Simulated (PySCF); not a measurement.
**Cr⁺ (chromium, charge +1): LDA calculation**

Configuration: [Ar] 3d4 4s1, high-spin 6D determinant (an excited configuration). Calculation: PySCF 2.14, in x2c-QZVPPall with one added diffuse shell each of s, p, d, f, g type (12s8p6d4f3g, 121 functions); scalar relativity by spin-free X2C-1e.

| Property | Result |
| --- | --- |
| Total energy | -1048.162 hartree |
| One-electron energy | -1436.074 hartree |
| Hartree (Coulomb) energy | 434.400 hartree |
| Exchange-correlation energy | -46.489 hartree |
| ⟨S²⟩ | 8.7502 |
| ⟨L²⟩ | 6.004 |
| Sum of ⟨r⟩ | 17.71 bohr |
| Sum of ⟨r²⟩ | 26.56 bohr² |
| Traceless quadrupole moment −½Σ⟨3z² − r²⟩ along its main axis | -0.489 e·bohr² |
| Langevin diamagnetic susceptibility | -21.0 ×10⁻⁶ cm³/mol |

```csv
shell,electrons,mean orbital energy (hartree),spread (hartree),"rms radius, mean of both spins (bohr)"
1s α,1,-215.83702,0,0.0736
1s β,1,-215.83495,0,0.0736
2s α,1,-24.90141,0,0.319
2s β,1,-24.84123,0,0.319
2p α,3,-21.02937,0.01785,0.288
2p β,3,-20.98251,0.02706,0.288
3s α,1,-3.18657,0,0.967
3s β,1,-3.04335,0,0.967
3p α,3,-2.14431,0.02802,1.04
3p β,3,-2.00313,0.05595,1.04
3d α,4,-0.55898,0.02968,1.44
4s α,1,-0.45257,0,3.03
```

Densities and radii are taken from the X2C orbitals without a picture-change correction, which distorts them close to the nucleus.
